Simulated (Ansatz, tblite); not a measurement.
Cost and result up the ladder for Na5⁺ (the lowest singlet isomer of a short search) (5 atoms). Charge 1, multiplicity 1. Geometry: r2SCAN/def2-SVP.

```tsv
atom	x (Å)	y (Å)	z (Å)
Na1	1.192	-1.905	-2.895
Na2	0.020	0.019	0.007
Na3	3.403	-1.368	-0.428
Na4	-1.657	3.091	1.159
Na5	-2.958	0.163	2.156
```

Ansatz on 4 threads of Arm Neoverse V1 on a shared host; xTB runs through tblite on one thread. Times are rough, summed over both states, and most runs start from the orbitals of an earlier one. B2PLYP/def2-TZVP serves as the yardstick here, not as an exact answer. The other state is a quintet at its own geometry, which has other bonds, so the gap mixes isomer and spin.

The xTB rows come from tblite. Correlated methods freeze 5 core orbitals; core or outer-core shells of Na are correlated, in sets that lack core-valence functions. The structure comes from a short search, and lower isomers may exist.

Run but left out: HF/STO-3G (singlet: restricted singlet, unstable in another Hartree–Fock run and untested here); HF/def2-TZVP (singlet: restricted singlet, unstable towards broken spin symmetry).

Correlated methods converge slowly with the basis.

xTB has no spin-polarisation term.

| level | functions | wall time |
| --- | --- | --- |
| GFN1-xTB | 20 | 0.004 s |
| GFN2-xTB | 20 | 0.004 s |
| MP2/def2-TZVP | 160 | 4.1 s |
| PBE/def2-TZVP | 160 | 5.1 s |
| revPBE/def2-TZVP | 160 | 5.5 s |
| PBE0/def2-TZVP | 160 | 7.2 s |
| BHLYP/def2-TZVP | 160 | 9 s |
| CAM-B3LYP/def2-TZVP | 160 | 9 s |
| B2PLYP/def2-TZVP | 160 | 9.1 s |
| RPA@PBE/def2-TZVP | 160 | 10 s |
| r2SCAN/def2-TZVP (with forces) | 160 | 13 s |
| r2SCANh/def2-TZVP | 160 | 15 s |

**Question.** Estimate what each level gives for the quintet − singlet (eV).

**Answer.** 
```json
{"level": "GFN1-xTB", "quintet − singlet (eV)": "4.86", "difference from B2PLYP/def2-TZVP (eV)": "3.20", "remarks": "–"}
{"level": "GFN2-xTB", "quintet − singlet (eV)": "3.31", "difference from B2PLYP/def2-TZVP (eV)": "1.64", "remarks": "–"}
{"level": "MP2/def2-TZVP", "quintet − singlet (eV)": "1.25", "difference from B2PLYP/def2-TZVP (eV)": "-0.42", "remarks": "restricted SCF unstable (singlet)"}
{"level": "PBE/def2-TZVP", "quintet − singlet (eV)": "1.71", "difference from B2PLYP/def2-TZVP (eV)": "0.05", "remarks": "–"}
{"level": "revPBE/def2-TZVP", "quintet − singlet (eV)": "1.65", "difference from B2PLYP/def2-TZVP (eV)": "-0.01", "remarks": "–"}
{"level": "PBE0/def2-TZVP", "quintet − singlet (eV)": "1.57", "difference from B2PLYP/def2-TZVP (eV)": "-0.10", "remarks": "–"}
{"level": "BHLYP/def2-TZVP", "quintet − singlet (eV)": "1.64", "difference from B2PLYP/def2-TZVP (eV)": "-0.03", "remarks": "–"}
{"level": "CAM-B3LYP/def2-TZVP", "quintet − singlet (eV)": "1.66", "difference from B2PLYP/def2-TZVP (eV)": "0.00", "remarks": "–"}
{"level": "B2PLYP/def2-TZVP", "quintet − singlet (eV)": "1.67", "difference from B2PLYP/def2-TZVP (eV)": "0.00", "remarks": "–"}
{"level": "RPA@PBE/def2-TZVP", "quintet − singlet (eV)": "1.49", "difference from B2PLYP/def2-TZVP (eV)": "-0.18", "remarks": "–"}
{"level": "r2SCAN/def2-TZVP (with forces)", "quintet − singlet (eV)": "1.28", "difference from B2PLYP/def2-TZVP (eV)": "-0.39", "remarks": "–"}
{"level": "r2SCANh/def2-TZVP", "quintet − singlet (eV)": "1.29", "difference from B2PLYP/def2-TZVP (eV)": "-0.38", "remarks": "–"}
```
